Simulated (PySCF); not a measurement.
Pb⁷⁰⁺ (lead, charge +70): Hartree-Fock from Schrödinger to Dirac-Coulomb

Occupied: 1s1/2, 2s1/2, 2p1/2, 2p3/2, 3s1/2. Hartree-Fock calculated with PySCF 2.14 in an even-tempered Gaussian basis (19 s from 11 bohr⁻², ratio 2.3; 16 p from 13 bohr⁻², ratio 2.3), Gaussian nucleus throughout. NR is non-relativistic, sf-X2C the spin-free one-electron X2C Hamiltonian, X2C adds the bare one-electron spin-orbit term, X2C-SNSO screens it by Boettger's factors, DC is four-component Dirac-Coulomb, and the Gaunt term is added at first order (total energies over the DC spinors, levels after relaxing the spinors in that mean field). QED terms are absent. Levels marked empty are virtual spinors of this ion; the basis has s and p functions only, so 3d, which can lie below the n = 4 levels, is absent.

| level (eV) | NR | sf-X2C | X2C | X2C-SNSO |
| --- | --- | --- | --- | --- |
| 1s1/2 | -85840.1 | -94967.1 | -94936.9 | -94938.5 |
| 2s1/2 | -19436.1 | -22082.4 | -22074.9 | -22075.3 |
| 2p1/2 | -18990.8 | -19854.8 | -21540.5 | -21489.6 |
| 2p3/2 | -18990.8 | -19854.8 | -19217.5 | -19232.1 |
| 3s1/2 | -8170.0 | -9010.6 | -9009.3 | -9009.3 |
| 3p1/2 (empty) | -7908.0 | -8256.0 | -8704.0 | -8690.7 |
| 3p3/2 (empty) | -7908.0 | -8256.0 | -8083.1 | -8087.0 |
| 4s1/2 (empty) | -4419.2 | -4772.6 | -4772.1 | -4772.1 |

Q: Where do the four-component calculations put these levels?

A: 1s1/2: DC -95066.5, DC+Gaunt -94729.4; 2s1/2: DC -22094.8, DC+Gaunt -22056.4; 2p1/2: DC -21504.8, DC+Gaunt -21438.7; 2p3/2: DC -19244.9, DC+Gaunt -19202.4; 3s1/2: DC -9014.1, DC+Gaunt -9003.7; 3p1/2 (empty): DC -8694.7, DC+Gaunt -8677.7; 3p3/2 (empty): DC -8089.8, DC+Gaunt -8078.9; 4s1/2 (empty): DC -4773.9, DC+Gaunt -4769.9 (eV).

```json
{"Hamiltonian": "NR", "E (hartree)": "-13349.1155", "E − E(DC) (hartree)": "1258.6187", "CPU seconds": "0.69"}
{"Hamiltonian": "sf-X2C", "E (hartree)": "-14569.6897", "E − E(DC) (hartree)": "38.0445", "CPU seconds": "0.41"}
{"Hamiltonian": "X2C", "E (hartree)": "-14601.1064", "E − E(DC) (hartree)": "6.6278", "CPU seconds": "0.43"}
{"Hamiltonian": "X2C-SNSO", "E (hartree)": "-14599.4399", "E − E(DC) (hartree)": "8.2943", "CPU seconds": "0.41"}
{"Hamiltonian": "DC", "E (hartree)": "-14607.7342", "E − E(DC) (hartree)": "0.0000", "CPU seconds": "28"}
{"Hamiltonian": "DC+Gaunt", "E (hartree)": "-14586.9617", "E − E(DC) (hartree)": "20.7724", "CPU seconds": "50"}
```

Weight of the small component: 1s1/2 0.0979, 2s1/2 0.0232, 2p1/2 0.0231, 2p3/2 0.0205, 3s1/2 0.00914, 3p1/2 0.00900, 3p3/2 0.00832, 4s1/2 0.00473.

Koopmans' value for the highest occupied level at DC+Gaunt: 9003.7 eV, against an ionisation energy of 9000 ± 60 eV (theoretical estimate listed by NIST; NIST Atomic Spectra Database, ionization energies); the former lacks relaxation, correlation, QED and recoil.

The whole ladder took 86 s of wall time on 1 thread of Intel(R) Xeon(R) Platinum 8259CL CPU @ 2.50GHz (shared host), launched as `OMP_NUM_THREADS=1 python relrun2.py TASK.json OUT` (a driver that calls PySCF for each Hamiltonian).
